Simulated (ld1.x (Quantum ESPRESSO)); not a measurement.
# Plane-wave convergence, TM potential for palladium

ld1.x (Quantum ESPRESSO) 7.5 input, shortened:

```
&input
   title='Pd', zed=46., rel=1, dft='PBESOL', iswitch=3,
   config='[Kr] 4d10 5s0'
 /
 &inputp
   pseudotype=2, tm=.true., lloc=2,
   nlcc=.true., rcore=0.60
 /
3
4S  1  0   2.00   0.00  1.15  1.15  0.0
4P  2  1   6.00   0.00  1.25  1.25  0.0
4D  3  2  10.00   0.00  1.95  1.95  0.0
 &test
   configts(1)='4s2 4p6 4d10 5s0'
 /
```

The pseudo-atom Hamiltonian at the reference potential is diagonalised in spherical Bessel functions j_l(qr) that vanish at 20 bohr, with q² up to the cutoff. All-electron valence levels (Ry): 4s -6.2656, 5s -0.2423, 4p -3.7588, 4d -0.2977.

Problem. How do the lowest levels (Ry) of each channel move with the cutoff, and are there ghosts?

Solution.

```tsv
cutoff (Ry)	s #1	s #2	s #3	p #1	p #2	d #1	d #2	f #1	f #2	Σ f·Δε (mRy)
8	-5.5744	-0.1974	0.0269	-2.1678	0.0076	0.0664	0.1510	0.1143	0.2457	14569.1
21	-5.7794	-0.2190	0.0245	-3.6531	-0.0129	-0.0575	0.0715	0.1143	0.2457	4007.2
45	-6.2151	-0.2390	0.0227	-3.7301	-0.0152	-0.2936	0.0693	0.1143	0.2457	313.3
80	-6.2416	-0.2416	0.0225	-3.7574	-0.0156	-0.2976	0.0692	0.1143	0.2457	57.0
140	-6.2642	-0.2439	0.0223	-3.7586	-0.0156	-0.2976	0.0692	0.1143	0.2457	3.6
260	-6.2655	-0.2440	0.0223	-3.7588	-0.0156	-0.2976	0.0692	0.1143	0.2457	0.2
400	-6.2656	-0.2440	0.0223	-3.7588	-0.0156	-0.2976	0.0692	0.1143	0.2457	0.0
```

Result: no extra level below or beside the all-electron valence levels (s, p, d, f tested); 10 mRy is reached at 120 Ry and 1 mRy at 200 Ry.
